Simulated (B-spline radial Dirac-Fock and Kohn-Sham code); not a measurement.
**Form factor and incoherent scattering function of Tb²⁺**

System: Tb²⁺ in the configuration [Xe] 4f9.

Model: relativistic Hartree-Fock (Dirac-Fock) wave functions, averaged over the configuration. Program: a B-spline atomic structure program. f₀ is the Fourier transform of the spherical electron density, S the Waller-Hartree incoherent function, and s = sin θ/λ. The electron scattering factor follows from the Mott-Bethe formula f_e = 0.023934 Å⁻¹·(Z − f₀)/s².

```csv
s (Å⁻¹),f₀,S,f_e (Å)
0,63.000,0.000,–
0.05,62.305,0.772,25.802
0.1,60.351,2.774,11.128
0.15,57.476,5.342,8.004
0.2,54.097,7.956,6.524
0.25,50.585,10.416,5.520
0.3,47.194,12.710,4.735
0.35,44.057,14.850,4.092
0.4,41.211,16.828,3.559
0.45,38.644,18.636,3.115
0.5,36.317,20.289,2.746
0.6,32.242,23.238,2.178
0.7,28.773,25.874,1.769
0.8,25.822,28.296,1.465
0.9,23.350,30.543,1.231
1,21.319,32.640,1.045
1.1,19.671,34.603,0.897
1.2,18.335,36.431,0.776
1.4,16.295,39.652,0.595
1.6,14.698,42.284,0.470
1.8,13.260,44.408,0.382
2,11.885,46.154,0.318
2.5,8.859,49.501,0.215
3,6.789,51.981,0.155
3.5,5.601,53.904,0.116
4,4.913,55.429,0.090
5,3.979,57.655,0.058
6,3.146,59.129,0.041
```

f₀ starts at the number of electrons, 63, and has fallen to half at s ≈ 0.62 Å⁻¹. The sum of ⟨r²⟩ over the electrons is 38.36 bohr². For an ion f_e diverges as s goes to zero, because of the net charge.

Values without a named source are computed, but for edge energies of neutral atoms, which are taken from tables.
